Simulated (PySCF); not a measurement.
Species: C6H7N2 (doublet state).
Structure used (GFN2-xTB), in Å, numbered top down from 1:
```xyz
15
C6H7N2 angstrom
C      1.809   -2.151   -0.518
N      1.493   -1.005   -0.294
C      0.905    0.142   -0.677
N      1.438    0.978   -1.493
C     -0.365    0.474   -0.016
C     -0.983    1.786   -0.401
C     -0.912   -0.341    0.849
C     -1.452   -1.143    1.706
H      2.491   -2.753    0.056
H      2.321    0.673   -1.892
H     -1.961    1.900    0.058
H     -1.071    1.839   -1.483
H     -0.333    2.600   -0.086
H     -1.236   -1.081    2.762
H     -2.150   -1.911    1.407
```

The hyperfine couplings belong to this conformer and change with its torsions.

Identity: `[H]/[C]=N/C(=N\[H])C(C)=C=C` [radical].

The calculation used UKS B3LYP, pcH-1 on C H N, non-relativistic, mean-field spin-orbit, GIAO in PySCF 2.14.0. Geometry: GFN2-xTB, one conformer, isolated molecule. A GFN2-xTB geometry isn't a minimum of the functional, and hyperfine couplings can be far from their values at a DFT geometry. The frame is twisted about the N2–C3 bond at this geometry (dihedral C1–N2–C3–N4 = -77°); couplings at other torsion angles weren't computed. Stability of the SCF solution: not tested.

**Question.** Give the principal g shifts and their parts.

**Answer.** 
```json
{"Δg (ppm)": "relativistic mass correction", "1": "-181", "2": "-181", "3": "-181"}
{"Δg (ppm)": "gauge correction", "1": "39", "2": "-1", "3": "6"}
{"Δg (ppm)": "orbital Zeeman/spin–orbit", "1": "-2795", "2": "45", "3": "1318"}
{"Δg (ppm)": "total", "1": "-2937", "2": "-137", "3": "1142"}
```

So g = 1.99938, 2.00218, 2.00346 and g_iso = 2.00168; the tensor is rhombic: the two nearest values differ by 31 % of g3 − g1. Axes: g1 points within 10° of the N2–C3 bond.

**Question.** What are the electron Larmor frequencies g μB B/h along the three axes at 1200 mT?

**Answer.** 33.5806, 33.6276, 33.6491 GHz for g1, g2 and g3, a range of 68.5 MHz.

**Question.** How much does each term add to the isotropic shift?

**Answer.** The orbital-Zeeman/spin–orbit term -477, the mass correction -181 and the gauge correction 15 ppm, for a total of -644 ppm. The orbital-Zeeman/spin–orbit term is the largest in size. The mass correction is the same along every axis, so the anisotropy comes from the other two: their spans along these axes are 40 (gauge) and 4112 ppm (orbital Zeeman/spin–orbit).

**Question.** In a frozen sample, at which fields do the three g values resonate at 9.5, 34, 94 and 263 GHz (hyperfine left aside), and which band first spreads them over more than twice a line width of 1.0 mT?

**Answer.** 
```csv
band,GHz,B(g3) mT,B(g2) mT,B(g1) mT,spread mT
X,9.5,338.79,339.01,339.48,0.69
Q,34.0,1212.51,1213.29,1214.99,2.47
W,94.0,3352.24,3354.38,3359.08,6.84
J,263.0,9379.15,9385.14,9398.28,19.13
```

The spread grows in proportion to the frequency. Q band is the first where it exceeds 2.0 mT.

The Mulliken spin populations are largest on C1 (+0.62), N4 (+0.20), N2 (+0.15) and H9 (+0.07).

The HOMO–LUMO gaps are 4.30 eV among the α and 4.56 eV among the β orbitals.
